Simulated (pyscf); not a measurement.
Structures and frequencies: ωB97X-D3(BJ)/def2-SVP in PySCF. MP2 and CC: frozen core, UHF for open shells. ΔMP2 is the change of the MP2 total energy from the triple- to the quadruple-zeta basis.

**Question.** Estimate the classical barrier height and the reaction energy of [HGa–AsH₂]• (SMILES [GaH][AsH2]) → H₂Ga–AsH• (SMILES [GaH2][AsH]) at CCSD(T)/def2-TZVPP + ΔMP2(QZVPP). The step runs on the doublet surface, breaks As–H and forms Ga–H; take the reactant's lowest minimum found as zero.

**Answer.** ΔE‡ = 1.02 eV, ΔE = -0.15 eV. Zero-point energy shifts the barrier by -0.06 eV. It is a hydrogen shift, with an imaginary mode of 1469i cm⁻¹. This is the saddle that the search found; another between the same sides may lie lower. The CCSD(T) − MP2 part came from Ansatz, without density fitting, on the same reference. The frozen core leaves the outer d or s,p core shells of the metals and heavy elements correlated in the MP2 and CC values, and def2-TZVPP describes them poorly, which can shift differences by a few kcal/mol. Elements up to Kr have no core potential and no relativistic terms here.
